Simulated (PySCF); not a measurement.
Species: N,N-dimethylpropionamide, C5H11NO.
Cartesian coordinates in Å at the PBE0-D3(BJ)/def2-TZVP level; atoms count from 1:
```xyz
18
C5H11NO angstrom
C      2.7198   -0.1762    0.0232
C      1.3448    0.4503   -0.0820
C      0.2398   -0.5796    0.0753
O      0.4999   -1.7526    0.2742
N     -1.0464   -0.1377   -0.0253
C     -1.4376    1.2386   -0.1699
C     -2.1267   -1.0747    0.1567
H      2.8546   -0.6586    0.9914
H      2.8579   -0.9430   -0.7392
H      3.4943    0.5836   -0.1000
H      1.2204    1.2263    0.6809
H      1.2287    0.9550   -1.0471
H     -0.5895    1.8691   -0.4196
H     -2.1782    1.3349   -0.9703
H     -1.8919    1.6225    0.7522
H     -2.6490   -0.8956    1.1037
H     -2.8506   -0.9752   -0.6577
H     -1.7175   -2.0817    0.1637
```

Level: wB97X-D/pcSseg-2 in PySCF, non-relativistic, on one gas-phase PBE0-D3(BJ)/def2-TZVP geometry that isn't relaxed in the solvent. The solvent is an IEF-PCM continuum (cavity from Bondi-type radii × 1.2). Only the electrostatic response of the medium enters.

Gas phase at wB97X-D/pcSseg-2: HOMO -8.73 eV, LUMO 2.03 eV, dipole 3.77 D.

Q: What does the continuum do to the energy, the frontier levels and the dipole at wB97X-D/pcSseg-2 in chloroform?

A: 
```
   solvent      ε  E(solvent) − E(gas) (kcal/mol)  polarisation term (kcal/mol)  distortion of the solute (kcal/mol)  HOMO (eV)  LUMO (eV)  dipole (D)
chloroform  4.711                           -4.95                         -5.87                                 0.92      -8.72       2.28        4.83
```

The polarisation term is half the interaction of the solute with the surface charges that it induces; the rest is the cost of distorting the solute's density. The sum is the electrostatic part of solvation alone.

Q: Which radius a makes the point-dipole formula ΔE = −[(ε − 1)/(2ε + 1)]·μ²/a³ give the value in chloroform, with the gas-phase dipole?

A: μ = 1.484 au and |ΔE| = 0.00788 Eh give a = 2.45 Å; the farthest nucleus lies 3.55 Å from the centroid of the nuclei, so such a sphere wouldn't even hold the nuclei. The formula assumes a rigid point dipole at the centre of a sphere.

Q: Give the dipole vector in the frame of the coordinates (D, pointing from negative to positive charge), gas and chloroform.

A: Gas (-1.62, 3.37, -0.51), solvent (-2.07, 4.32, -0.64). Its length changes by +28 % and its direction by less than 1°.

wB97X-D is run here without its empirical dispersion term; that term would change no orbital, density or response property at a fixed geometry.
